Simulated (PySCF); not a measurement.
**Dipole response of Ar³⁺ (argon, charge +3)**

[Ne] 3s2 3p3, high-spin 4S determinant. Computed with PySCF 2.14 in x2c-QZVPPall with one added diffuse shell each of s, p, d, f type (10s7p5d3f1g, 86 functions), with the spin-free X2C one-electron Hamiltonian (Gaussian nucleus). Coupled (time-dependent) response in atomic units; α is the mean over directions.

```tsv
method	mean α (bohr³)	C₆ (like pair)	S(−4)
UHF	3.675	9.980	4.818
PBE	3.575	9.705	4.132
PBE0	3.584	9.722	4.216
revPBE	3.591	9.751	4.228
```

S(−4) is the Cauchy moment in α(ω) = α(0) + S(−4) ω² + …

α(iu) at PBE0:

| u (hartree) | α(iu) (bohr³) |
| --- | --- |
| 0 | 3.584 |
| 0.0500 | 3.573 |
| 0.100 | 3.542 |
| 0.200 | 3.426 |
| 0.300 | 3.253 |
| 0.500 | 2.818 |
| 0.750 | 2.260 |
| 1.00 | 1.786 |
| 1.50 | 1.139 |
| 2.00 | 0.7734 |
| 3.00 | 0.4233 |
| 5.00 | 0.1926 |

For an ion, C₆ is the dispersion term alone; charge-induced terms of lower order in 1/R come first.
